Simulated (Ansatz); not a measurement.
Molecule: C4H5OSi, charge 0, multiplicity 2. It need not be the lowest isomer of its formula. SMILES: [SiH3]c1c[c]oc1
Coordinates optimised at B3LYP-D3(BJ)/def2-TZVP (Ansatz, a quantum-chemistry and plane-wave program):
```xyz
11

Si     2.0106     0.0708     0.1510
C      0.1592     0.0415     0.0176
C     -0.7667     1.1583     0.1298
C     -1.9806     0.5969    -0.0434
O     -1.9464    -0.7174    -0.2488
C     -0.6097    -1.0575    -0.2096
H      2.4307     0.5779     1.4780
H      2.5952     0.9518    -0.8865
H      2.5134    -1.3102    -0.0324
H     -0.5373     2.1930     0.3094
H     -0.3918    -2.0999    -0.3593
```
Charge 0, spin multiplicity 2.

Atomisation energy built up term by term with Ansatz (kcal/mol; UHF references for open shells; valence terms freeze the core; atomic spin-orbit terms are left out). CBS(X,Y): correlation extrapolated as X^-3; Hartree-Fock from the larger set.

The UHF reference is spin-contaminated (<S^2> 0.31 over the pure value in the largest basis). 

```
term                                            basis    kcal/mol
-----------------------  ----------------------------  ----------
Hartree-Fock                              cc-pV(Q+d)Z  (withheld)
CCSD correlation         CBS(cc-pV(T+d)Z,cc-pV(Q+d)Z)      275.80
(T)                      CBS(cc-pV(T+d)Z,cc-pV(Q+d)Z)  (withheld)
core correlation                            cc-pwCVTZ        4.47
scalar relativity (X2C)    cc-pVTZ-DK against cc-pVTZ       -1.56
sum: De                                                (withheld)
```

### Question
Fill in the missing entries.

### Answer

- Hartree-Fock, kcal/mol: 776.77
- (T), kcal/mol: 24.51
- sum: De, kcal/mol: 1080.0
